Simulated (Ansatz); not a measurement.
CH$_{4}$OS$_{2}$W, SMILES `[CH3][W]([OH])(=[S])=[S]`. Total charge 0; spin multiplicity 1. W takes the def2 core potential.

```xyz
9

C    -0.374   -1.283    0.198
W    -0.137    0.780   -0.095
O     1.622    1.220    0.349
S    -0.631    1.104   -2.132
S    -1.557    1.678    1.204
H    -0.146   -1.520    1.242
H     0.310   -1.825   -0.463
H    -1.397   -1.597   -0.019
H     2.310    1.443   -0.284
```

Question: What are the harmonic wavenumbers in cm⁻¹ at PBE0-D4/def2-TZVP (Ansatz, finite differences of forces, unscaled)? (Best estimate.)

Answer: Computed: 155, 172, 180, 183, 190, 204, 353, 551, 557, 560, 614, 637, 696, 744, 1212, 1410, 1416, 3036, 3125, 3145, 3881.

Question: Is this a minimum?

Answer: Yes, all 21 modes are real.

Question: Give the ideal-gas thermochemistry at 298.15 K and 1 bar (rigid rotor, harmonic oscillator; point group C1, symmetry number 1).

Answer: Zero-point energy 137.7 kJ/mol; H(298) − E = 160.7 kJ/mol; entropy 373.8 J/(mol·K), of which translation 179.1, rotation 118.6, vibration 76.1; G(298) − E = 49.3 kJ/mol.

Question: And at 400, 500, 600, 800 and 1000 K?

Answer: 
```
T (K)  H − E (kJ/mol)  S (J/mol/K)  G − E (kJ/mol)
  400           173.5        410.5             9.3
  500           187.3        441.3           -33.3
  600           202.0        468.1           -78.8
  800           233.4        513.1          -177.1
 1000           266.7        550.2          -283.6
```
